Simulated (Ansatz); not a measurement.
```yaml
crystal:
  periodic: [false, false, false]
  atoms:
    - {symbol: O, position_ang: [-0.444650, 0.494883, -0.702211]}
    - {symbol: W, position_ang: [0.134004, -0.042476, 0.240394]}
    - {symbol: F, position_ang: [-0.495833, 0.025821, 1.368868]}
    - {symbol: S, position_ang: [0.271750, -1.255468, -0.134975]}
    - {symbol: S, position_ang: [1.255847, 0.512290, 0.375979]}
    - {symbol: H, position_ang: [-0.747549, 0.224170, -1.180325]}
basis:
  gaussian: {orbitals: def2-mTZVP, final_grid: {core_spheres: 20, valence_spheres: 16, degree: 47}}
hamiltonian: {xc: {name: PBE}, dispersion: d3bj}
accuracy: high
```

```sh
$ ansatz run in.yaml --threads 4 --pin off --events-out ev --progress --plain --max-ram 10444MiB
```

It prints (some lines left out):

```
Functional definition: PBE
2380 factors; integrals over basis functions are off by at most 3.6e-9 eV
mean field evaluation 1: about -28095.3002 eV, gradient 1.3e2 eV
mean field evaluation 2: about -27948.2855 eV, gradient 3.0e2 eV
mean field evaluation 4: about -28121.3126 eV, gradient 3.1e1 eV
mean field evaluation 8: about -28123.0621 eV, gradient 4.0e-1 eV
mean field evaluation 16: about -28123.0585 eV, gradient 4.2e-4 eV
mean field -28123.05846792 eV, -1033.5033362025 hartree, gradient 3.3e-8 eV, S^2 0.000000; 0 other end points of the search recorded, 0 dependent functions left out
reference -28123.05847148 eV, -1033.5033363331 hartree; 32, 32 occupied and 94, 94 virtual orbitals, 2380 factors
Total energy: -28123.28510098 eV, -1033.5116648136 hartree
```

(1) Something in this input is off. What?

Results:

(1) The geometry is squeezed to about two thirds of its size. The calculation finished and met its thresholds. The result belongs to that input, not to the molecule as meant.
